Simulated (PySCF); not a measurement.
Here is a job for PySCF.
```python
from pyscf import gto, scf, dft

mol = gto.M(
    atom='''
I    -0.00000000   -0.00000000   -1.33192124
I     0.00000000    0.00000000    1.33192124
''',
    basis='6-311g**',
    verbose=4,
)

mf = dft.RKS(mol)
mf.xc = 'pbe0'
mf.kernel()
```

What HOMO energy does PBE0/6-311G** run with PySCF give?

-7.43 eV

Predict the number of basis functions from PBE0/6-311G**.

124

Predict the HOMO-LUMO gap from PBE0/6-311G**.

3.76 eV
